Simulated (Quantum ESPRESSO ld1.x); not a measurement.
Q: Coherent X-ray form factor from a spherical all-electron density. Method: Dirac Kohn-Sham, PW91, spin-unpolarised, spherical densities, point nucleus; computed with ld1.x of Quantum ESPRESSO 7.5.

sin(theta)/lambda (1/angstrom),f0 (electrons)
0.05,57.507
0.1,54.329
0.15,50.915
0.2,47.548
0.25,44.280
0.3,41.228
0.4,36.022
0.5,31.850
0.6,28.363
0.8,22.896
1,19.201
1.25,16.245
1.5,14.031
2,10.168

The species is in the configuration that NIST lists as its ground one. Which atom or ion scatters so?

A: Neutral praseodymium, [Xe] 4f3 6s2. Extrapolating in s^2 from the first two rows gives f0(0) = 58.6, near the electron count 59; among species with that count, the fall with angle is slower the higher Z, and the table is that of Z = 59; from so few rows the species is fixed only to a neighbour or two.
